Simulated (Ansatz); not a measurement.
```yaml
crystal:
  periodic: [false, false, false]
  atoms:
    - {symbol: C, position_ang: [1.768543, 1.400008, 0.497859]}
    - {symbol: S, position_ang: [1.103680, -0.333630, -0.141484]}
    - {symbol: C, position_ang: [1.409475, 0.474025, -2.048284]}
    - {symbol: C, position_ang: [-0.505288, 0.360770, -0.737556]}
    - {symbol: C, position_ang: [-1.274154, -0.828498, 0.245814]}
    - {symbol: C, position_ang: [-2.728924, -0.877016, 0.326830]}
    - {symbol: C, position_ang: [-3.567623, 0.259115, -0.593717]}
    - {symbol: C, position_ang: [-2.586388, 0.954648, -0.760888]}
    - {symbol: C, position_ang: [-1.092739, 1.364779, -0.328045]}
    - {symbol: H, position_ang: [1.514182, 1.110977, 1.384492]}
    - {symbol: H, position_ang: [2.778356, 0.936049, 0.389698]}
    - {symbol: H, position_ang: [1.637821, 2.016149, -0.134905]}
    - {symbol: H, position_ang: [2.483075, 0.154362, -2.214666]}
    - {symbol: H, position_ang: [0.603094, -0.456555, -2.792688]}
    - {symbol: H, position_ang: [1.139651, 1.470446, -2.358877]}
    - {symbol: H, position_ang: [-0.834074, -1.755160, 0.676176]}
    - {symbol: H, position_ang: [-2.776072, -1.742678, 0.624420]}
    - {symbol: H, position_ang: [-4.421509, 0.199066, -0.066304]}
    - {symbol: H, position_ang: [-3.043920, 2.384440, -0.691175]}
    - {symbol: H, position_ang: [-0.913952, 2.194944, -0.852614]}
    - {symbol: F, position_ang: [1.204538, -2.992094, 0.996030]}
    - {symbol: B, position_ang: [1.522344, -2.051125, 1.724971]}
    - {symbol: F, position_ang: [0.758911, -0.713774, 2.016810]}
    - {symbol: F, position_ang: [1.997217, -2.852474, 3.199859]}
    - {symbol: F, position_ang: [2.740919, -1.527017, 1.395541]}
basis:
  gaussian: {orbitals: def2-TZVP}
hamiltonian: {xc: {name: BHLYP}, dispersion: d3bj}
scf: {lower_state_search: full}
```

```sh
$ ansatz run in.yaml --threads 4 --pin off --events-out ev --progress --plain --max-ram 6963MiB
```

Shortened log:

```
Functional definition: BHLYP
3455 factors; their error is unknown
mean field evaluation 1: about -30818.5613 eV, gradient 9.4e1 eV
mean field evaluation 2: about -30807.6909 eV, gradient 1.2e2 eV
mean field evaluation 4: about -30836.2403 eV, gradient 9.2e0 eV
mean field evaluation 8: about -30836.4331 eV, gradient 2.4e-1 eV
mean field evaluation 16: about -30836.6005 eV, gradient 1.2e-3 eV
mean field -30836.60045948 eV, -1133.2241650873 hartree, gradient 5.6e-5 eV, S^2 0.000000; 0 other end points of the search recorded, 0 dependent functions left out
reference -30836.60072795 eV, -1133.2241749537 hartree; 58, 58 occupied and 448, 448 virtual orbitals, 3455 factors
Total energy: -30837.72191942 eV, -1133.2653779799 hartree
```

Hardware: 4 threads of Arm Neoverse V1 on a shared host. Wall time 34 s, peak host memory 2.1 GiB.
